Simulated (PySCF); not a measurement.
**How the method changes the constants of NaSb**

State: ³Σ⁻ (triplet), unpaired electrons π ↑↑. Set-up: PySCF, scalar-relativistic core potentials, basis sets Na aug-cc-pVDZ, Sb aug-cc-pVDZ-PP with ECP28. De refers to Na + Sb in their high-spin ground configurations, without counterpoise correction. The functionals are run spin-unrestricted. A positive dipole means Na(−)Sb(+).

```csv
Level,Re (Å),ωe (cm⁻¹),De (eV),μ (D)
ROHF,2.965,209,0.186,-8.39
ROHF-MP2,2.975,201,0.85,n/a
ROHF-SCS-MP2,2.981,199,0.86,n/a
PBE,2.949,194,1.29,-6.08
PW91,2.945,195,1.34,-6.20
r²SCAN,2.946,198,1.24,-6.88
TPSSh,2.951,199,1.31,-6.91
PBE0,2.932,202,1.20,-6.81
BHandHLYP,2.915,209,1.19,-7.09
LC-ωPBE,2.899,216,1.12,-8.03
```

The bond length runs from 2.899 Å (LC-ωPBE) to 2.981 Å (ROHF-SCS-MP2). De spans 0.19 eV (ROHF, mean field) to 1.34 eV (PW91, GGA).

Correlated steps freeze 5 core orbitals. Correlated levels converge slowly with the basis: in double zeta they bind strong bonds too weakly, by up to about 1 eV, and carry superposition errors of some tenths. Spin–orbit coupling is left out, which matters for elements this heavy, above all for dissociation energies. The state is the lowest determinant that a PBE0 search found; another state may lie lower at other levels.

The whole job (state search and all levels along the bond) took about 2.3 min on 1 thread of Arm Neoverse V2 (shared host), peak memory 0.86 GiB.
